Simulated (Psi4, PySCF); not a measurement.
H3BeFOSi, singlet, at a GFN2-xTB geometry (such geometries of metal compounds can be far from the true shape). Base run: HF/6-31G, TDA (PySCF).

PySCF was given this input:
```python
from pyscf import gto, scf, tdscf

mol = gto.Mole()
mol.atom = '''
    Be    0.607897    0.199153    1.187850
    F     1.368338    0.427130    2.316873
    O    -0.049722   -0.037683   -0.018912
    Si   -0.810153   -0.246512   -1.434417
    H    -2.224635   -0.422597   -1.105635
    H    -0.225601   -1.434675   -2.056561
    H    -0.556474    0.969135   -2.207914
'''
mol.basis = '6-31g'
mol.charge = 0
mol.spin = 0
mol.verbose = 4
mol.build()

mf = scf.RHF(mol)
mf.kernel()
td = mf.TDA()
td.nstates = 5
td.kernel()
td.analyze()
```

Programs used: Psi4, PySCF; a row that names a program was run with it.

Variants of this job, named by their change:

| change | first excitation (eV) | oscillator strength of the first | second (eV) |
|---|---|---|---|
| base | 9.04 | 0.001 | 9.05 |
| basis = 6-31+G* | [?] | 0.001 | [?] |
| nstates = 15 | 9.04 | 0.001 | 9.05 |
| response = full linear response | 9.02 | 0.001 | 9.03 |
| nstates = 10 | 9.04 | 0.001 | 9.05 |
| conv_tol = 1e-3 | 9.04 | 0.001 | 9.05 |
| functional = pbe | 6.62 | 0.004 | 6.64 |
| code = psi4 | 9.04 | 0.001 | 9.05 |
| states = triplets | [?] | - | [?] |
| functional = wb97x | [?] | [?] | [?] |

Question: Some entries are withheld; supply them.

Answer: 
- basis = 6-31+G*, first excitation (eV): 8.65
- basis = 6-31+G*, second (eV): 8.67
- states = triplets, first excitation (eV): 8.45
- states = triplets, second (eV): 8.46
- functional = wb97x, first excitation (eV): 7.76
- functional = wb97x, oscillator strength of the first: 0.003
- functional = wb97x, second (eV): 7.77

An iterative solver can miss low states, so a row lists the states that it found.
